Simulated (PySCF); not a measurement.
# Rotational lines of AlCd⁺

Lines J+1 ← J of the vibrational ground state, computed from RHF-CCSD(T) constants of AlCd⁺, ¹Σ⁺ (singlet), closed shell (PySCF, scalar-relativistic core potentials, basis sets Al def2-SVPD, Cd def2-SVPD with ECP28; masses 26.9815 and 113.9034 u), in MHz:

| J | ν (MHz) |
| --- | --- |
| 0 | 4902.8 |
| 1 | 9805.6 |
| 2 | 14708.1 |
| 3 | 19610.4 |
| 4 | 24512.4 |

(1) Find B0 and the effective bond length r0; with αe = 0.000777 cm⁻¹, find Re.

Correlated steps freeze 5 core orbitals. Correlated levels converge slowly with the basis: in double zeta they bind strong bonds too weakly, by up to about 1 eV, and carry superposition errors of some tenths. For an ion De counts to the pair picked by the measured ionisation energies or electron affinities, which need not be the lowest pair at this level.

Answers

(1) ν = 2B0(J+1) − 4D(J+1)³ gives B0 = 0.081770 cm⁻¹. With the reduced mass μred = 21.814 u, r0 = √(16.8576/(μred·B0)) (u, cm⁻¹, Å) = 3.0742 Å. Be = B0 + αe/2 = 0.082158 cm⁻¹ gives Re = 3.067 Å.
